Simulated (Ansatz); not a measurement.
The cluster Cu₅H₄, relaxed as a doublet with UKS B3LYP-D4/def2-SVP in Ansatz, starting from the GFN2-xTB geometry. Force threshold 0.02 eV/Å.

The relaxation made no stability test and no search for a lower SCF solution. No other spin state of charge 0 was run. The structure comes from a short search, and lower isomers may exist.

Start:

Cartesian coordinates in Å:
```
Cu 1.044 -1.826 0.150
Cu -0.984 -1.411 1.219
Cu -0.287 1.284 0.800
Cu -1.116 2.162 -2.631
Cu 0.414 0.519 -1.532
H 0.887 2.454 0.700
H -1.641 0.113 0.962
H 0.073 -2.694 1.178
H 1.610 -0.603 -0.846
```

```tsv
step	energy (eV)	largest force component (eV/Å)	SCF passes
1	-223244.3536	1.073	28
2	-223244.9791	0.663	32
3	-223245.3779	0.454	31
4	-223245.6940	0.419	30
5	-223246.0068	0.357	30
6	-223246.2569	0.360	30
7	-223246.4389	0.366	29
8	-223246.5208	0.091	28
9	-223246.5448	0.033	27
10	-223246.5469	0.096	27
11	-223246.5682	0.066	28
12	-223246.5963	0.150	28
13	-223246.6479	0.179	28
14	-223246.7237	0.250	24
15	-223246.8227	0.301	24
16	-223246.9276	0.294	28
17	-223247.0123	0.192	29
18	-223247.0498	0.032	28
19	-223247.0506	0.019	25
```

Force components are those of the run's own axes.

End:

Cartesian coordinates in Å:
```
Cu 0.7769 -1.4523 -0.4577
Cu -1.1229 -0.9082 0.9126
Cu -0.5904 1.4320 0.7289
Cu -0.9696 0.1145 -1.3907
Cu 1.3144 0.8869 -0.6432
H 0.6633 2.2324 0.0349
H -1.6824 0.5052 1.5317
H -0.3674 -2.2691 0.3903
H 1.9782 -0.5414 -1.1068
```

Bonds formed: Cu1–Cu4, Cu2–Cu4, Cu3–Cu4, Cu5–H6 (atoms count from 1).

No frequencies were taken in this run, so the end may be a saddle point.

Hardware: 4 threads of Arm Neoverse V2 on a shared host. Wall time 3.3 min, peak host memory 1 GiB.
